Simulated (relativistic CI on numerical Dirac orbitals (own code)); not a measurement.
Judd-Ofelt analysis for Er4+

Calculated at this level of theory: Dirac-Coulomb-Breit CI, orbitals from a KLI potential per configuration, QED by a radiative potential, unscaled Slater integrals (own radial code, finite nucleus).

Configuration 4f10 alone, in intermediate coupling. Take Ω₂ = 1.4, Ω₄ = 5.2, Ω₆ = 2.54 (10⁻²⁰ cm²) and refractive index n = 1.72 as given. A_ED = 64π⁴e²ν³ n(n² + 2)²/[27h(2J + 1)] Σ Ω_λ |U^λ|², in Gaussian units with ν in cm⁻¹, and A_MD is n³ times the free-ion magnetic-dipole rate; a dash marks a rate that is forbidden or under 2 % of the level's free-ion decay.

Emitting level 5F_5 at 21827 cm⁻¹ (radiative decay alone: multiphonon quenching in a host is left out, and the level can lie too high or too low):

| To | ν (cm⁻¹) | U² squared | U⁴ squared | U⁶ squared | Free-ion A(M1) (s⁻¹) |
| --- | --- | --- | --- | --- | --- |
| 5I_8 | 21827 | 0.0000 | 0.4203 | 0.5252 | - |
| 5I_7 | 15878 | 0.0149 | 0.3069 | 0.4719 | - |
| 5I_6 | 11658 | 0.0092 | 0.1223 | 0.4493 | 1.04 |
| 5I_5 | 8534 | 0.0030 | 0.0286 | 0.1600 | 0.406 |
| 5I_4 | 6073 | 0.0000 | 0.0040 | 0.0102 | 0.0386 |

Give the rates, branching ratios and the radiative lifetime.

The rates are:

```tsv
To	λ (nm)	A_ED (s⁻¹)	A_MD (s⁻¹)	β (%)
5I_8	458	11300	0	71.6
5I_7	630	3480	0	22.1
5I_6	858	877	5.28	5.6
5I_5	1172	107	2.07	0.7
5I_4	1647	3.22	0.196	0.0
```

τ_rad = 6.33e-05 s. Computed level positions enter as ν³, so measured ones would change the rates. For the strongest line (458 nm) and an assumed effective width Δλ = 6.3 nm (300 cm⁻¹), the Füchtbauer-Ladenburg formula σ = λ⁴A/(8πcn²Δλ) gives a peak emission cross-section of 3.6 × 10⁻²⁰ cm².
